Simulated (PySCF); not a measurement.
Ionisation energy of Be²⁺ by level of theory

Be²⁺ 1s2 (1S) → Be³⁺ 1s1 (2S), as a difference of total energies. Computed with PySCF 2.14 in 6-31G* (3s2p1d, 14 functions), with no relativity, point nucleus. Correlated levels: valence: nothing frozen. The calculations carry no spin-orbit coupling.

| method | ionisation energy (eV) |
| --- | --- |
| UHF | 153.94 |
| BP86 | 155.31 |
| MN15 | 155.34 |
| MP2 (valence) | 153.95 |
| SCS-MP2 (valence) | 153.95 |
| CCSD (valence) | 153.95 |

Errors of the correlated levels include the incompleteness of this basis.

With two correlated electrons CCSD is exact in that space.

For comparison: 153.90 eV (theoretical estimate listed by NIST; NIST Atomic Spectra Database, ionization energies).
